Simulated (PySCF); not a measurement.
C$_{2}$H$_{7}$GeNO, singlet, at a GFN2-xTB geometry; DF-PBE0/pcseg-2 run with PySCF.

Input for PySCF:
```python
from pyscf import gto, scf, dft

mol = gto.Mole()
mol.atom = '''
    Ge    0.02042964    0.62844520    0.66966333
    O     0.84236598    1.58649269   -0.61592341
    H     1.12523944    2.47374397   -0.41139984
    N    -0.23290906   -0.87346429   -0.33425422
    C    -0.88875430   -2.02267271    0.24507778
    C     0.14795195   -1.09788505   -1.70551429
    H    -1.80164009   -2.27610780   -0.30652776
    H    -0.23219736   -2.90051607    0.23156835
    H    -1.15604826   -1.80244754    1.28023294
    H     0.84267383   -1.94158677   -1.78765941
    H    -0.72841373   -1.31652410   -2.32631947
    H     0.63288742   -0.20115319   -2.07933534
'''
mol.basis = 'pcseg-2'
mol.verbose = 4
mol.max_memory = 1800
mol.build()

mf = dft.RKS(mol)
mf.xc = 'pbe0'
mf = mf.density_fit(auxbasis='def2-universal-jkfit')
mf.kernel()
```

### Question
Predict the main parts of the log of this PySCF run.

### Answer

```
PySCF version 2.14.0

[INPUT] verbose = 4
[INPUT] num. atoms = 12
[INPUT] num. electrons = 66
[INPUT] charge = 0
[INPUT] spin (= nelec alpha-beta = 2S) = 0
[INPUT] symmetry False subgroup None
[INPUT] Mole.unit = angstrom
[INPUT] Symbol           X                Y                Z      unit          X                Y                Z       unit  Magmom
[...]
nuclear repulsion = 365.206672691624
number of shells = 41
number of NR pGTOs = 419
number of NR cGTOs = 261
basis = pcseg-2
ecp = {}

******** <class 'pyscf.df.df_jk.DFRKS'> ********
method = DFRKS
initial guess = minao
damping factor = 0
level_shift factor = 0
DIIS = <class 'pyscf.scf.diis.CDIIS'>
diis_start_cycle = 1
diis_space = 8
diis_damp = 0
SCF conv_tol = 1e-09
SCF conv_tol_grad = None
SCF max_cycles = 50
direct_scf = False
XC library pyscf.dft.libxc version 7.1.2
    S. Lehtola, C. Steigemann, M. J. T. Oliveira, and M. A. L. Marques,  SoftwareX 7, 1–5 (2018)
XC functionals = pbe0
    C. Adamo and V. Barone,  J. Chem. Phys. 110, 6158 (1999)
    M. Ernzerhof and G. E. Scuseria,  J. Chem. Phys. 110, 5029 (1999)
radial grids:
    Treutler-Ahlrichs [JCP 102, 346 (1995); DOI:10.1063/1.469408] (M4) radial grids

becke partition: Becke, JCP 88, 2547 (1988); DOI:10.1063/1.454033
pruning grids: <function nwchem_prune>
grids dens level: 3
symmetrized grids: False
atomic radii adjust function: <function treutler_atomic_radii_adjust>
small_rho_cutoff = 0
Set gradient conv threshold to 3.16228e-05
Initial guess from minao.
tot grids = 145520
******** <class 'pyscf.df.df.DF'> ********
auxbasis = def2-universal-jkfit
init E= -2286.67001000424
[...]
cycle= 1 E= -2286.89795340506  delta_E= -0.228  |g|= 0.943  |ddm|=  2.6
[...]
cycle= 2 E= -2286.34413871767  delta_E= 0.554  |g|= 1.86  |ddm|= 1.69
[...]
cycle= 3 E= -2287.04185814824  delta_E= -0.698  |g|= 0.236  |ddm|= 1.25
[...]
cycle= 4 E= -2287.05044902587  delta_E= -0.00859  |g|= 0.121  |ddm|= 0.237
[...]
cycle= 5 E= -2287.0530601276  delta_E= -0.00261  |g|= 0.0534  |ddm|= 0.115
[...]
cycle= 6 E= -2287.05366184902  delta_E= -0.000602  |g|= 0.00803  |ddm|= 0.0356
[...]
cycle= 7 E= -2287.05367594206  delta_E= -1.41e-05  |g|= 0.00212  |ddm|= 0.00798
[...]
cycle= 8 E= -2287.05367706275  delta_E= -1.12e-06  |g|= 0.000305  |ddm|= 0.002
[...]
cycle= 9 E= -2287.05367708497  delta_E= -2.22e-08  |g|= 0.000104  |ddm|= 0.000428
[...]
cycle= 10 E= -2287.0536770869  delta_E= -1.93e-09  |g|= 3.72e-05  |ddm|= 0.000106
[...]
cycle= 11 E= -2287.05367708725  delta_E= -3.51e-10  |g|= 8.66e-06  |ddm|= 3.5e-05
[...]
Extra cycle  E= -2287.0536770872  delta_E= 4.55e-11  |g|= 1.26e-05  |ddm|= 1.57e-05
converged SCF energy = -2287.0536770872
```
